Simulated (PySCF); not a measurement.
ClI, charge +1, doublet, geometry from GFN2-xTB (a state made from the parent by changing its charge; the spin is typed, not shown lowest) (core potentials on I); CAMB3LYP/def2-SVPD (PySCF).

Here is a job for PySCF.
```python
from pyscf import gto, scf, dft

mol = gto.M(
    atom='''
Cl   -0.000000   -0.000000   -1.690958
I     0.000000    0.000000    0.542383
''',
    basis='def2-svpd',
    ecp={'I': 'def2-svpd'},
    charge=1,
    spin=1,
    verbose=4,
)

mf = dft.UKS(mol)
mf.xc = 'camb3lyp'
mf.kernel()
```

What the program printed (banner, timings and long lists left out):

```
PySCF version 2.14.0

[INPUT] verbose = 4
[INPUT] num. atoms = 2
[INPUT] num. electrons = 41
[INPUT] charge = 1
[INPUT] spin (= nelec alpha-beta = 2S) = 1
[INPUT] symmetry False subgroup None
[INPUT] Mole.unit = angstrom
[INPUT] Symbol           X                Y                Z      unit          X                Y                Z       unit  Magmom
[INPUT]  1 Cl     0.000000000000   0.000000000000  -1.690958000000 AA    0.000000000000   0.000000000000  -3.195447508142 Bohr   0.0
[INPUT]  2 I      0.000000000000   0.000000000000   0.542383000000 AA    0.000000000000   0.000000000000   1.024955324620 Bohr   0.0

nuclear repulsion = 100.701287730356
number of shells = 24
number of NR pGTOs = 115
number of NR cGTOs = 62
basis = def2-svpd
ecp = {'I': 'def2-svpd'}

******** <class 'pyscf.dft.uks.UKS'> ********
method = UKS
initial guess = minao
damping factor = 0
level_shift factor = 0
DIIS = <class 'pyscf.scf.diis.CDIIS'>
diis_start_cycle = 1
diis_space = 8
diis_damp = 0
SCF conv_tol = 1e-09
SCF conv_tol_grad = None
SCF max_cycles = 50
direct_scf = True
direct_scf_tol = 1e-13
number electrons alpha = 21  beta = 20
XC library pyscf.dft.libxc version 7.1.2
    S. Lehtola, C. Steigemann, M. J. T. Oliveira, and M. A. L. Marques,  SoftwareX 7, 1–5 (2018)
XC functionals = camb3lyp
    T. Yanai, D. P. Tew, and N. C. Handy,  Chem. Phys. Lett. 393, 51 (2004)
radial grids:
    Treutler-Ahlrichs [JCP 102, 346 (1995); DOI:10.1063/1.469408] (M4) radial grids

becke partition: Becke, JCP 88, 2547 (1988); DOI:10.1063/1.454033
pruning grids: <function nwchem_prune>
grids dens level: 3
symmetrized grids: False
atomic radii adjust function: <function treutler_atomic_radii_adjust>
small_rho_cutoff = 0
Set gradient conv threshold to 3.16228e-05
tot grids = 40840
init E= -726.474257734561

cycle= 1 E= -755.395428295072  delta_E= -28.9  |g|= 2.16  |ddm|= 6.03
cycle= 2 E= -752.315087246319  delta_E= 3.08  |g|= 2.52  |ddm|= 6.22
cycle= 3 E= -756.885198185126  delta_E= -4.57  |g|= 0.735  |ddm|= 4.62
cycle= 4 E= -757.242079772518  delta_E= -0.357  |g|= 0.476  |ddm|=  1.5
cycle= 5 E= -757.36626802714  delta_E= -0.124  |g|= 0.158  |ddm|= 0.46
cycle= 6 E= -757.382000594167  delta_E= -0.0157  |g|= 0.0587  |ddm|= 0.166
cycle= 7 E= -757.384503060191  delta_E= -0.0025  |g|= 0.00654  |ddm|= 0.0831
cycle= 8 E= -757.384584291003  delta_E= -8.12e-05  |g|= 0.00346  |ddm|= 0.0161
cycle= 9 E= -757.384624773499  delta_E= -4.05e-05  |g|= 0.00246  |ddm|= 0.0144
cycle= 10 E= -757.384638690821  delta_E= -1.39e-05  |g|= 0.000894  |ddm|= 0.0105
cycle= 11 E= -757.384640036964  delta_E= -1.35e-06  |g|= 0.000228  |ddm|= 0.00307
cycle= 12 E= -757.384640122334  delta_E= -8.54e-08  |g|= 2.27e-05  |ddm|= 0.000951
cycle= 13 E= -757.384640123645  delta_E= -1.31e-09  |g|= 7.52e-06  |ddm|= 8.09e-05
cycle= 14 E= -757.384640123852  delta_E= -2.07e-10  |g|= 3.02e-06  |ddm|= 3.47e-05
Extra cycle  E= -757.384640123878  delta_E= -2.58e-11  |g|= 1.82e-06  |ddm|= 9.32e-06
converged SCF energy = -757.384640123878  <S^2> = 0.75332577  2S+1 = 2.003323
```
